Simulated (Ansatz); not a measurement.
Consider the ligand exchange at a B–O bond: `OB(O[SiH3])O[SiH3]` + `O[SiH3]` → `[SiH3]OB(O[SiH3])O[SiH3]` + H₂O.

Gas-phase electronic energies from Ansatz, PBE0-D4/def2-TZVP geometries. CBS: MP2 limit from def2 TZ/QZ plus the TZ coupled-cluster correction, frozen cores. This one scheme is used for every species. Functionals use def2-TZVPP. B3LYP here is the variant with VWN-RPA as its local correlation; programs differ in this. HSE06 is defined as in plane-wave codes. Each species was taken in one conformer, which may not be the lowest.

`OB(O[SiH3])O[SiH3]`:

Cartesian coordinates in Å:
```
O 0.683 0.010 1.989
B 0.052 0.192 0.793
O -0.999 1.057 0.684
Si -1.896 1.424 -0.656
O 0.482 -0.502 -0.298
Si 1.708 -1.598 -0.468
H 0.302 0.544 2.690
H -1.037 2.009 -1.716
H -2.905 2.418 -0.222
H -2.577 0.211 -1.176
H 1.706 -2.008 -1.892
H 1.470 -2.780 0.397
H 3.011 -0.977 -0.124
```

`O[SiH3]`:

Z-matrix (Å, degrees):
```
Si
O 1 1.648
H 1 1.489 2 111.7
H 1 1.489 2 111.7 3 120.9
H 1 1.481 2 105.9 3 -119.6
H 2 0.957 1 117.9 3 -60.5
```

`[SiH3]OB(O[SiH3])O[SiH3]`:

Cartesian coordinates in Å:
```
Si 2.058 1.746 0.396
O 1.148 0.383 0.627
B 0.000 -0.001 -0.001
O -0.544 0.790 -0.968
Si -1.914 0.548 -1.866
O -0.603 -1.176 0.340
Si -0.145 -2.294 1.471
H 2.565 1.800 -0.998
H 3.194 1.654 1.342
H 1.256 2.960 0.686
H -3.102 0.449 -0.983
H -1.788 -0.687 -2.679
H -2.042 1.726 -2.755
H 1.194 -2.844 1.143
H -1.159 -3.373 1.423
H -0.120 -1.683 2.823
```

H₂O:

```xyz
3

O     0.178    0.218    0.269
H    -0.431    0.512   -0.413
H     0.253   -0.730    0.144
```

```json
{"level": "B97M-V", "ΔE (kJ/mol)": "-2.1", "difference from CCSD(T)/CBS": "6.1"}
{"level": "B3LYP-D4", "ΔE (kJ/mol)": "-7.2", "difference from CCSD(T)/CBS": "1.0"}
{"level": "ωB97M-V", "ΔE (kJ/mol)": "-3.4", "difference from CCSD(T)/CBS": "4.8"}
{"level": "PBE", "ΔE (kJ/mol)": "3.4", "difference from CCSD(T)/CBS": "11.6"}
{"level": "revPBE", "ΔE (kJ/mol)": "4.7", "difference from CCSD(T)/CBS": "12.9"}
{"level": "r2SCAN0", "ΔE (kJ/mol)": "-1.2", "difference from CCSD(T)/CBS": "7.0"}
{"level": "HSE06", "ΔE (kJ/mol)": "1.4", "difference from CCSD(T)/CBS": "9.6"}
{"level": "BHLYP", "ΔE (kJ/mol)": "-0.2", "difference from CCSD(T)/CBS": "8.0"}
{"level": "RPA@PBE/def2-TZVPP", "ΔE (kJ/mol)": "-6.7", "difference from CCSD(T)/CBS": "1.5"}
{"level": "MP2/CBS(def2)", "ΔE (kJ/mol)": "-7.7", "difference from CCSD(T)/CBS": "0.5"}
{"level": "CCSD(T)/CBS", "ΔE (kJ/mol)": "-8.2", "difference from CCSD(T)/CBS": "0"}
```

Largest T1 diagnostic among the species: 0.012.

At CCSD(T), def2-SVP lies +5.4 kJ/mol from the extrapolated value and def2-TZVPP +1.9 kJ/mol. From BLYP to BHLYP (50 % exact exchange), in def2-TZVPP and without D4, ΔE moves by −4.3 kJ/mol.

CCSD(T)/CBS has its own doubt, a few kJ/mol and more with outer-core shells, so smaller differences from it don't rank the levels.
